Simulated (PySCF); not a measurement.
**Basis set benchmark on one molecule**

Molecule: SMILES N#CSc1ccco1, C5H3NOS.

Molfile (atoms numbered from 1):
```
C5H3NOS
     RDKit          3D

 11 11  0  0  0  0  0  0  0  0999 V2000
    3.4961    1.1472   -0.9365 N   0  0  0  0  0  0  0  0  0  0  0  0
    2.8834    0.4313   -0.2574 C   0  0  0  0  0  0  0  0  0  0  0  0
    2.0759   -0.6522    0.7774 S   0  0  0  0  0  0  0  0  0  0  0  0
    0.4112   -0.3113    0.3778 C   0  0  0  0  0  0  0  0  0  0  0  0
   -0.4817   -0.9966   -0.3993 C   0  0  0  0  0  0  0  0  0  0  0  0
   -1.7144   -0.2910   -0.2853 C   0  0  0  0  0  0  0  0  0  0  0  0
   -1.4655    0.7617    0.5486 C   0  0  0  0  0  0  0  0  0  0  0  0
   -0.1877    0.7524    0.9599 O   0  0  0  0  0  0  0  0  0  0  0  0
   -0.2686   -1.8896   -0.9819 H   0  0  0  0  0  0  0  0  0  0  0  0
   -2.6614   -0.5309   -0.7632 H   0  0  0  0  0  0  0  0  0  0  0  0
   -2.0835    1.5726    0.9261 H   0  0  0  0  0  0  0  0  0  0  0  0
  1  2  3  0
  2  3  1  0
  3  4  1  0
  4  5  2  0
  5  6  1  0
  6  7  2  0
  7  8  1  0
  8  4  1  0
  5  9  1  0
  6 10  1  0
  7 11  1  0
M  END
```

Geometry PBE0-D3(BJ)/def2-SVP throughout; GIAO in PySCF 2.14, gas phase, one conformer, non-relativistic; equivalent atoms averaged; functional PBE0.

Reference values (estimated from measurements, as parent shift plus tabulated substituent increments; solution, not stated per compound (mostly CDCl3 or CCl4); Pretsch, Buehlmann, Badertscher, Structure Determination of Organic Compounds, 4th ed. (2009)): δ(H9) = 6.70 ppm, δ(H10) = 6.36 ppm, δ(H11) = 7.48 ppm. Computed shifts are taken against TMS, calculated as an isolated molecule at each level.

How do the basis sets STO-3G, pcSseg-0, 6-31G, 6-31G*, cc-pVDZ, def2-SVP, pcSseg-1, aug-cc-pVDZ, 6-311+G(2d,p), def2-TZVP, cc-pVTZ, IGLO-III perform against the reference? Times are CPU seconds on 1 thread of an Arm Neoverse V1, shared host.

Results:


```csv
basis set,functions,H9,H10,H11,mean abs. error H,core-s
STO-3G,47,6.26,6.06,7.00,0.41,4.3
pcSseg-0,82,6.95,6.63,7.67,0.24,7.4
6-31G,82,7.03,6.69,7.77,0.32,9
6-31G*,122,6.77,6.35,7.46,0.03,16
cc-pVDZ,131,6.88,6.51,7.49,0.11,15
def2-SVP,131,6.83,6.44,7.27,0.14,14
pcSseg-1,158,7.09,6.71,7.64,0.30,16
aug-cc-pVDZ,215,7.05,6.71,7.91,0.38,33
"6-311+G(2d,p)",242,7.08,6.67,7.76,0.32,35
def2-TZVP,272,7.08,6.70,7.74,0.33,47
cc-pVTZ,286,7.05,6.68,7.70,0.30,51
IGLO-III,319,7.08,6.67,7.79,0.33,58
```

For 1H the closest is 6-31G* (0.03 ppm) and the furthest STO-3G (0.41 ppm). Where a smaller basis beats a larger one, errors probably cancel. One molecule is a small sample, and vibrational and solvent effects are absent from the calculation.

A small basis that lands close on one nucleus may do so by chance; judge by the trend and by all nuclei.
